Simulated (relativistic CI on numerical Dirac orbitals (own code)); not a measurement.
**Hyperfine structure of Tc XLI, mass number 99**

Method of calculation: Dirac-Coulomb-Breit CI, orbitals from a KLI potential per configuration, model QED (radiative potential, 1s self-energy scaled to tabulated hydrogen-like ionisation energies), unscaled Slater integrals (own radial code, finite nucleus).

Configuration list (outside the closed core 1s2): 2s, 2p, 3s, 3p, 3d, 4s, 4p, 4d, 4f, 5s, 5p, 5d, 5f, 5g. Levels of other configurations are missing.

Nuclear spin I = 9/2, μ = 5.678 μN, Q = -0.129 b (tables of Stone and Pyykkö). The electronic factors are computed for point nuclear moments, without core polarisation or the Bohr-Weisskopf and QED corrections.

```json
{"Level": "2s 2S_1/2", "E (eV)": "0.00", "A (GHz)": "3656", "B (GHz)": ""}
{"Level": "2p 2P°_1/2", "E (eV)": "88.86", "A (GHz)": "1168", "B (GHz)": ""}
{"Level": "2p 2P°_3/2", "E (eV)": "228.14", "A (GHz)": "196.8", "B (GHz)": "-38.1"}
{"Level": "3s 2S_1/2", "E (eV)": "3372.77", "A (GHz)": "1081", "B (GHz)": ""}
{"Level": "3p 2P°_1/2", "E (eV)": "3397.39", "A (GHz)": "352.7", "B (GHz)": ""}
{"Level": "3p 2P°_3/2", "E (eV)": "3438.70", "A (GHz)": "59.54", "B (GHz)": "-11.6"}
{"Level": "3d 2D_3/2", "E (eV)": "3447.23", "A (GHz)": "34.14", "B (GHz)": "-2.23"}
{"Level": "3d 2D_5/2", "E (eV)": "3460.09", "A (GHz)": "14.26", "B (GHz)": "-3.01"}
```

Levels with J = 0, under 50 % of one LS term, or S terms without an open s electron are left out. Small factors come from cancelling terms and can be off by tens of per cent or more.

At this charge energies of transitions that change n are usually good to better than 1 %, and those within a shell (Δn = 0) to a few per cent.

(1) Give the hyperfine levels of 2s 2S_1/2 relative to its centre of gravity.

Results:

(1) With K = F(F + 1) − I(I + 1) − J(J + 1), E = AK/2: F = 4: -10050, F = 5: 8226 GHz.
